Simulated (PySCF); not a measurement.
All of these have the formula C3H9NOSi2. Computed with TDDFT PBE0/def2-SVPD, vertical, gas phase, core orbitals frozen in the response (PySCF 2.14.0, density-fitted response routines). Geometries: GFN2-xTB; one conformer of each isolated species. Triplets are in the Tamm–Dancoff approximation.

A. `C#C[SiH2]O[SiH2]NC`
B. `N#C[C@H]([SiH3])CO[SiH3]`
C. `C1C[SiH2]N([SiH2]1)C=O`

Lowest singlet levels (six at most, fewer where fewer were computed) with oscillator strengths:

1. 178 nm (f 0.003); 170 nm (f 0.003); 165 nm (f 0.033); 161 nm (f 0.043); 160 nm (f 0.032); 158 nm (f 0.022); T1 6.24 eV
2. 227 nm (f 0.001); 188 nm (f 0.045); 184 nm (f 0.003); 180 nm (f 0.003); 178 nm (f 0.019); 175 nm (f 0.064); T1 4.94 eV
3. 224 nm (f 0.004); 210 nm (f 0.002); 206 nm (f 0.000); 196 nm (f 0.001); 195 nm (f 0.005); 191 nm (f 0.000); T1 4.96 eV

Question: Match each spectrum to its molecule.

Answer: 1 = B, 2 = C, 3 = A.
- A: S1 at 5.54 eV, HOMO→LUMO (91%); Löwdin shares by element: HOMO nitrogen 57%, carbon 12% or more, silicon 10% or more, hydrogen 6% or more (atoms not listed hold the other 16%); LUMO carbon 43% or more, silicon 24% or more, oxygen 6% (atoms not listed hold the other 27%); HOMO -6.81 and LUMO -0.40 eV.
- B: S1 at 6.99 eV, HOMO-1→LUMO (50%), HOMO→LUMO (47%); Löwdin shares by element: HOMO carbon 28% or more, nitrogen 21%, oxygen 14% (atoms not listed hold the other 38%); LUMO silicon 36% or more, hydrogen 30% or more (atoms not listed hold the other 33%); HOMO -8.59 and LUMO -0.32 eV.
- C: S1 at 5.45 eV, HOMO→LUMO (86%); S1 has the pattern of n→π* at C=O; HOMO -7.70 and LUMO -0.12 eV.
A and C have S1 within 0.09 eV of each other; their strongest listed levels stand at 6.37 eV (f 0.005) and 7.07 eV (f 0.064).
